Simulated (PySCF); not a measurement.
Species: C6H8F3N3.
Structure used (GFN2-xTB), in Å, numbered top down from 1:
```xyz
20
C6H8F3N3 angstrom
C      1.0968   -1.2078    1.0973
C      0.9768   -0.3446   -0.1575
C      2.2325    0.4856   -0.3955
N     -0.1528    0.5510    0.0007
N     -0.0698    1.6485    0.7251
N     -1.2046    2.2362    0.7490
C     -2.0866    1.5273    0.0304
C     -1.4235    0.4201   -0.4662
C     -1.8953   -0.6987   -1.3146
F     -1.7221   -1.9008   -0.7283
F     -1.2405   -0.7705   -2.4912
F     -3.1944   -0.5910   -1.6009
H      0.1947   -1.7969    1.2473
H      1.9395   -1.8852    0.9969
H      1.2535   -0.5743    1.9671
H      0.7800   -0.9795   -1.0277
H      2.3984    1.1512    0.4468
H      2.1281    1.0836   -1.2973
H      3.0896   -0.1710   -0.5102
H     -3.1054    1.8274   -0.0937
```

Computed at PBE0/pcSseg-1 (PySCF, non-relativistic), with Q(14N) = 0.02044 b: N4, 14N (I = 1): χzz = -2.593 MHz, η = 0.496; N5, 14N (I = 1): χzz = -5.182 MHz, η = 0.533; N6, 14N (I = 1): χzz = -5.334 MHz, η = 0.067.

(1) Find the zero-field quadrupole resonance frequencies of 14N at N4.

(2) Where would the pure quadrupole (NQR) lines of 14N at N5 fall for the rigid, isolated species?

(3) Find the zero-field quadrupole resonance frequencies of 14N at N6.

Results:

(1) From ν± = (3/4)|χ|(1 ± η/3) and ν0 = |χ|η/2: ν+ 2.266 MHz, ν− 1.623 MHz, ν0 0.643 MHz (pyrrole-type nitrogen).

(2) From ν± = (3/4)|χ|(1 ± η/3) and ν0 = |χ|η/2: ν+ 4.576 MHz, ν− 3.196 MHz, ν0 1.380 MHz (pyridine-type nitrogen).

(3) From ν± = (3/4)|χ|(1 ± η/3) and ν0 = |χ|η/2: ν+ 4.090 MHz, ν− 3.910 MHz, ν0 0.179 MHz (pyridine-type nitrogen).

In a crystal, neighbours and librations shift these lines. GFN2-xTB bond lengths can be off by several hundredths of an ångström, more for odd bonds, and the gradients follow them. A larger basis could move these couplings by a tenth or more.

The run behind these numbers computed NMR shieldings as well. Rough CPU time on one thread of a shared machine: about 2.4 min.

One conformer stands for the species.
